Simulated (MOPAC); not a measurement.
MOPAC input (AM1):

```
AM1 FORCE THERMO(298,298) PRECISE LET UHF MS=0.5 GEO-OK AUX(PRECISION=9) THREADS=1
B2F3

B    -0.93988749 1    0.40472269 1   -0.58851687 1
F    -2.15776058 1    0.22436612 1   -0.25151777 1
B     0.52659765 1   -0.06255461 1    0.07371053 1
F     1.16942869 1   -1.13431732 1   -0.31214076 1
F     1.22449117 1    0.70850121 1    0.86691939 1
```

Which zero-point energy does it print?

11.38 kcal/mol, from the harmonic wavenumbers of AM1.
